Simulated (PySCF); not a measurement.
Mo(NH)2F2 (singlet state).
Bonds: Mo1–N2, Mo1–N4, Mo1–F6, Mo1–F7. Hydrogens: H3 on N2; H5 on N4.

Computed by this run: PBE0-D3(BJ)/def2-SVP geometry optimisation, gas phase, def2 core potentials past Kr (PySCF 2.14.0); density fitting, grid level 1; the optimiser is geomeTRIC in internal coordinates, started from a GFN2-xTB structure with every atom displaced at random (about 0.03 Å).

Step 0: E = -10289.1040 eV
```
atom  x, y, z in Å  |  force x, y, z in eV/Å
Mo1    -0.3355   -0.0621   -0.2655    2.948   4.612  -0.239
N2     -0.4281   -0.0014    1.4462   -0.346  -0.408  -1.848
H3     -0.2730   -0.0041    2.4193    0.537   0.064   1.541
N4      1.3210   -0.0404   -0.9014   -9.394   0.000   2.031
H5      2.2122   -0.1025   -1.0760    6.851  -0.365  -0.973
F6     -1.1619    1.5673   -0.8435    0.738  -1.420   0.405
F7     -1.2427   -1.4589   -0.8476   -1.334  -2.482  -0.916
```

Step 1: E = -10289.7746 eV
```
atom  x, y, z in Å  |  force x, y, z in eV/Å
Mo1    -0.3728    0.0086   -0.3016   -1.910  -0.893   0.562
N2     -0.3979    0.0044    1.4036   -0.268  -0.013   0.564
H3     -0.1319   -0.0189    2.3861    0.236   0.004  -0.134
N4      1.2080   -0.0286   -0.8511    1.857  -0.142  -0.997
H5      2.2167   -0.1071   -0.9372    0.096   0.053   0.222
F6     -1.1550    1.5559   -0.8737   -0.270   0.802  -0.288
F7     -1.2752   -1.5165   -0.8946    0.258   0.189   0.069
```

Step 2: E = -10289.8390 eV
```
atom  x, y, z in Å  |  force x, y, z in eV/Å
Mo1    -0.4172    0.0088   -0.3064    1.007  -0.239  -0.058
N2     -0.4117   -0.0007    1.4092   -0.315   0.010  -0.203
H3     -0.0681   -0.0242    2.3695    0.121   0.003  -0.170
N4      1.2218   -0.0384   -0.8597   -0.760  -0.047  -0.049
H5      2.2456   -0.1082   -0.8822   -0.413   0.065   0.228
F6     -1.1883    1.5939   -0.8965    0.110  -0.126   0.093
F7     -1.2902   -1.5332   -0.9025    0.250   0.335   0.159
```

**Question.** Estimate the geometry and energy of step 3. (The exact step hangs on the optimiser's Hessian estimate; all steps are aligned on step 2, rigid shifts and turns removed.)

**Answer.** E = -10289.8730 eV, largest force 0.312 eV/Å
```
atom  x, y, z in Å  |  force x, y, z in eV/Å
Mo1    -0.4189    0.0050   -0.3094    0.166   0.176  -0.197
N2     -0.4182   -0.0024    1.4003   -0.142  -0.009   0.105
H3     -0.0356   -0.0246    2.3433    0.085   0.002  -0.037
N4      1.2010   -0.0432   -0.8652   -0.066  -0.052  -0.096
H5      2.2202   -0.1051   -0.8410   -0.172   0.042   0.120
F6     -1.1804    1.5986   -0.8966    0.093  -0.143   0.083
F7     -1.2763   -1.5302   -0.8999    0.036  -0.017   0.023
```

The energy changes by -0.0340 eV. The first-order estimate −F·Δx gives -0.0530 eV and the mean of the old and new forces, exact on a quadratic surface, -0.0343 eV. The step makes an angle of 60° with the force vector and moves no atom by more than 0.049 Å.

The cost below is that of the whole optimisation. The run took 56 s of wall time on Arm Neoverse N1, one thread (shared host), and the process peaked at 0.37 GiB of memory.
